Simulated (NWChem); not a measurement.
Program: NWChem. System: Mg, charge 0, spin multiplicity 1. Level: MP2/def2-QZVP, 5 core orbitals frozen.

The NWChem input:

```
start mol
memory heap 200 mb stack 900 mb global 1100 mb
geometry units angstroms nocenter noautoz
  Mg     0.000000     0.000000     0.000000
  symmetry group D2h
end
basis spherical
  * library def2-qzvp
end
scf
  rhf
  nopen 0
  maxiter 100
  thresh 1e-7
  semidirect memsize 60000000 filesize 0
end
mp2
  freeze core 5
end
task mp2 energy
```

Output (cleaned and shortened):

```
             Northwest Computational Chemistry Package (NWChem) 7.3.0
             --------------------------------------------------------

                                NWChem Input Module
                                -------------------

 Scaling coordinates for geometry "geometry" by  1.889725989
 (inverse scale =  0.529177249)

                             Geometry "geometry" -> ""
                             -------------------------

 Output coordinates in angstroms (scale by  1.889725989 to convert to a.u.)

  No.       Tag          Charge          X              Y              Z
 ---- ---------------- ---------- -------------- -------------- --------------
    1 Mg                  12.0000     0.00000000     0.00000000     0.00000000

 Effective nuclear repulsion energy (a.u.)       0.0000000000

            Nuclear Dipole moment (a.u.)
            ----------------------------
        X                 Y               Z
 ---------------- ---------------- ----------------
     0.0000000000     0.0000000000     0.0000000000

      Symmetry information
      --------------------

 Group name             D2h
 Group number             26
 Group order               8
 No. of unique centers     1

      Symmetry unique atoms

     1


 Summary of "ao basis" -> "" (spherical)
 ------------------------------------------------------------------------------
       Tag                 Description            Shells   Functions and Types
 ---------------- ------------------------------  ------  ---------------------
 *                         def2-qzvp                  on all atoms

 Summary of "ao basis" -> "ao basis" (spherical)
 ------------------------------------------------------------------------------
       Tag                 Description            Shells   Functions and Types
 ---------------- ------------------------------  ------  ---------------------
 Mg                        def2-qzvp                19       51   9s5p4d1f

                                 NWChem SCF Module
                                 -----------------

  ao basis        = "ao basis"
  functions       =    51
  atoms           =     1
  closed shells   =     6
  open shells     =     0
  charge          =   0.00
  wavefunction    = RHF
  use symmetry    = T
  symmetry adapt  = T

 Summary of "ao basis" -> "ao basis" (spherical)
 ------------------------------------------------------------------------------
       Tag                 Description            Shells   Functions and Types
 ---------------- ------------------------------  ------  ---------------------
 Mg                        def2-qzvp                19       51   9s5p4d1f

      Symmetry analysis of basis
      --------------------------

        ag         17
        au          1
        b1g         4
        b1u         7
        b2g         4
        b2u         7
        b3g         4
        b3u         7

 Forming initial guess at       0.0s

      Superposition of Atomic Density Guess
      -------------------------------------

 Sum of atomic energies:        -199.61448793

      Non-variational initial energy
      ------------------------------

 Total energy =    -199.614488
 1-e energy   =    -279.431515
 2-e energy   =      79.817027
 HOMO         =      -0.253050
 LUMO         =       0.033707

      Symmetry analysis of molecular orbitals - initial
      -------------------------------------------------

 !! scf_movecs_sym_adapt:   42 vectors were symmetry contaminated
[...]
  ----- ------------  ---------------      ----- ------------  ---------------
    10      0.967193  1 Mg px

 Vector    6  Occ=2.000000D+00  E=-2.530501D-01  Symmetry=ag
              MO Center= -5.5D-17, -1.2D-16, -5.6D-19, r^2= 3.5D+00
   Bfn.  Coefficient  Atom+Function         Bfn.  Coefficient  Atom+Function
  ----- ------------  ---------------      ----- ------------  ---------------
     8      0.571093  1 Mg s                  7      0.329957  1 Mg s
     9      0.240933  1 Mg s                  6     -0.192384  1 Mg s
     5     -0.160525  1 Mg s

 Vector    7  Occ=0.000000D+00  E= 3.370686D-02  Symmetry=b3u
              MO Center= -8.6D-16, -4.0D-33,  1.6D-32, r^2= 1.1D+01
   Bfn.  Coefficient  Atom+Function         Bfn.  Coefficient  Atom+Function
  ----- ------------  ---------------      ----- ------------  ---------------
    22      0.981542  1 Mg px                16      0.227660  1 Mg px

 Vector    8  Occ=0.000000D+00  E= 3.370686D-02  Symmetry=b1u
              MO Center=  2.1D-32,  3.2D-32, -1.1D-15, r^2= 1.1D+01
   Bfn.  Coefficient  Atom+Function         Bfn.  Coefficient  Atom+Function
  ----- ------------  ---------------      ----- ------------  ---------------
    24      0.981542  1 Mg pz                18      0.227660  1 Mg pz

 Vector    9  Occ=0.000000D+00  E= 3.370686D-02  Symmetry=b2u
              MO Center=  5.7D-33,  1.2D-15, -3.5D-32, r^2= 1.1D+01
   Bfn.  Coefficient  Atom+Function         Bfn.  Coefficient  Atom+Function
  ----- ------------  ---------------      ----- ------------  ---------------
    23      0.981542  1 Mg py                17      0.227660  1 Mg py

 center of mass
 --------------
 x =   0.00000000 y =   0.00000000 z =   0.00000000

 moments of inertia (a.u.)
 ------------------
           0.000000000000           0.000000000000           0.000000000000
           0.000000000000           0.000000000000           0.000000000000
           0.000000000000           0.000000000000           0.000000000000

  Mulliken analysis of the total density
  --------------------------------------

    Atom       Charge   Shell Charges
 -----------   ------   -------------------------------------------------------
    1 Mg  12    12.00   1.75  0.00  0.21  0.47  1.07  0.45  0.54  1.08  0.43  5.79  0.21 -0.01  0.00 -0.00  0.00  0.00  0.00  0.00  0.00

       Multipole analysis of the density wrt the origin
       ------------------------------------------------

     L   x y z        total         open         nuclear
     -   - - -        -----         ----         -------
     0   0 0 0     -0.000000      0.000000     12.000000

     1   1 0 0      0.000000      0.000000      0.000000
     1   0 1 0      0.000000      0.000000      0.000000
     1   0 0 1      0.000000      0.000000      0.000000

     2   2 0 0     -9.869612      0.000000      0.000000
     2   1 1 0     -0.000000      0.000000      0.000000
     2   1 0 1      0.000000      0.000000      0.000000
     2   0 2 0     -9.869612      0.000000      0.000000
     2   0 1 1      0.000000      0.000000      0.000000
     2   0 0 2     -9.869612      0.000000      0.000000

                   NWChem MP2 Semi-direct Energy/Gradient Module
                   ---------------------------------------------

  Basis functions       =     51
  Molecular orbitals    =     51
  Frozen core           =      5
  Frozen virtuals       =      0
  Active alpha occupied =      1
  Active beta occupied  =      1
  Active alpha virtual  =     45
  Active beta virtual   =     45
  Use MO symmetry       = T
  Use skeleton AO sym   = T

  AO/Fock/Back tols     =   1.0D-09  1.0D-09  1.0D-09

 GA uses MA = F    GA memory limited = T

 Available:
  local mem=  1.26D+08
 global mem=  1.44D+08
 local disk=  0.00D+00
  mp2_memr nvloc                    45
  nvloc new                    45
   1 passes of   1:        4194304                       7555                    207393.
   1 passes of   1: M    126154066           G      144173998           F     121959762.

 Semi-direct pass number   1 of   1  for RHF alpha+beta  at        0.2s
  vrange nnbf                  1326
  mp2_eaftype                    10  avail_ma_in_mb                  1099
 EAF : mp2_eaftype filesize          10     103697.
  mp2_eaf for mointskh                     10
Node 0 wrote      0.5 Mb in      0.0 s     Agg I/O rate:  2143.5 Mb/s
 Done moints_semi at        0.5s
  mp2_eaftype                    10  avail_ma_in_mb                  1089
 EAF : mp2_eaftype filesize          10     103697.
  mp2_eaf for kh                    10
 Done maket at        0.5s
 Done multipass loop at        0.5s

          -------------------------------------------
          SCF energy                -199.614487886472
          Correlation energy          -0.023576049831
          Singlet pairs               -0.023576049831
          Triplet pairs                0.000000000000
          Total MP2 energy          -199.638063936304
          -------------------------------------------

          ---------------------------------------------------
                    Spin Component Scaled (SCS) MP2
          Same spin pairs                      0.000000000000
          Same spin scaling factor             0.333333333333
          Opposite spin pairs                 -0.023576049831
          Opposite spin scaling fact.          1.200000000000
          SCS-MP2 correlation energy          -0.028291259798
          Total SCS-MP2 energy              -199.642779146270
          ---------------------------------------------------

 -----------------------
 Performance information
 -----------------------

 Timer overhead =  1.27D-07 seconds/call

               Nr. of calls         CPU time (s)                 Wall time (s)                GFlops
             ---------------    -------------------     ------------------------------   -------------------
Name         Min   Avg   Max    Min     Avg     Max     Min     Avg     Max   Mx/calls   Min     Max     Sum
mp2: moin     1     1     1   0.26    0.26    0.26     0.26    0.26    0.26    0.26      0.0     0.0     0.0
mp2: make     1     1     1   7.10E-4 7.10E-4 7.10E-4  7.10E-4 7.10E-4 7.10E-4 7.10E-4   0.0     0.0     0.0
mp2: tota     1     1     1   0.29    0.29    0.29     0.29    0.29    0.29    0.29      0.0     0.0     0.0

 The average no. of pstat calls per process was 3.00D+00
 with a timing overhead of 3.82D-07s

 Task  times  cpu:        0.5s     wall:        0.5s

 Total times  cpu:        0.5s     wall:        0.5s
```
